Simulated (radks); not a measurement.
The numbers below are computed, except where a source is named.
The tungsten ion W18+, 56 electrons, occupied as [Kr] 4d10 4f10 (the NIST ground configuration).

Code: a radial shooting solver on a logarithmic mesh with Libxc functionals. Model: Dirac Kohn-Sham, PBE, spin-unpolarised, spherical densities, finite nucleus; open shells fill j = l - 1/2 first; Fermi nuclear charge, rms radius 5.3658 fm.

Energy parts (eV):
| part | energy |
|---|---|
| total | -436526.52 |
| kinetic | 491893.93 |
| electron-nucleus | -1065403.28 |
| Hartree | 145388.49 |
| exchange-correlation | -8405.66 |

Orbitals (lengths in bohr, moments of r in powers of bohr; <r^-3> diverges for s and p1/2):
orbital  occ.  eigenvalue (eV)  <1/r>  <r^-3>  small-component weight
1s1/2       2        -69815.38  87.04       -                7.79e-02
2s1/2       2        -12405.33  21.18       -                1.76e-02
2p1/2       2        -11885.08  21.16       -                1.77e-02
2p3/2       4        -10532.04  17.77   16330                1.60e-02
3s1/2       2        -3192.378  7.781       -                5.82e-03
3p1/2       2        -2960.143  7.697       -                5.76e-03
3p3/2       4        -2667.175  6.823    3700                5.27e-03
3d3/2       4        -2275.342  6.716   639.5                5.15e-03
3d5/2       6        -2211.610  6.509   543.9                5.01e-03
4s1/2       2        -990.5482  3.317       -                1.97e-03
4p1/2       2        -893.4572  3.215       -                1.89e-03
4p3/2       4        -822.7625  2.919   898.5                1.71e-03
4d3/2       4        -662.2909  2.733   139.8                1.54e-03
4d5/2       6        -648.7628  2.664   117.1                1.49e-03
4f5/2       6        -445.0122  2.355   24.76                1.20e-03
4f7/2       4        -442.1128  2.331   23.81                1.18e-03

The highest occupied level is 4f7/2 at -442.11 eV. Summed over all electrons, <r^2> = 8.596 bohr^2, which gives a Langevin (diamagnetic) susceptibility term of -6.81 x 10^-6 cm^3/mol. The electron density at the nucleus is 1.423e+06 e/bohr^3.
